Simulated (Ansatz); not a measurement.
`C[B](Cl)[GeH3]` and `C[B]([AlH2])[GeH3]` differ in one atom or group.

Ansatz, PBE0-D4/def2-TZVP geometries, multiplicity 1. 

Scalar relativity is left out up to krypton.

```
                                        property  `C[B](Cl)[GeH3]`
         HOMO–LUMO gap (ωB97M-V/def2-TZVPP) / eV             10.25
               LUMO energy (PBE/def2-TZVPP) / eV             -2.62
           HOMO–LUMO gap (B3LYP/def2-TZVPP) / eV              5.71
size of the dipole moment (B3LYP/def2-TZVPP) / D              1.35
            HOMO–LUMO gap (PBE0/def2-TZVPP) / eV              6.08
           LUMO energy (ωB97M-V/def2-TZVPP) / eV              0.34
```

Q: What does the change do to each property? (Best estimate.)

A: Ansatz gave: 
```csv
property,`C[B]([AlH2])[GeH3]`,shift
HOMO–LUMO gap (ωB97M-V/def2-TZVPP) / eV,8.62,-1.63
LUMO energy (PBE/def2-TZVPP) / eV,-3.08,-0.46
HOMO–LUMO gap (B3LYP/def2-TZVPP) / eV,4.31,-1.40
size of the dipole moment (B3LYP/def2-TZVPP) / D,1.62,0.27
HOMO–LUMO gap (PBE0/def2-TZVPP) / eV,4.62,-1.46
LUMO energy (ωB97M-V/def2-TZVPP) / eV,-0.20,-0.54
```

With PBE0 the HOMO rises by 0.99 eV and the LUMO falls by 0.47 eV, so the gap narrows by about 1.46 eV. PBE moves the HOMO by 0.85 eV and ωB97M-V by 1.09 eV. Dipoles are sizes alone; their direction can turn.

B3LYP here is the variant with VWN-RPA as its local correlation; programs differ in this.
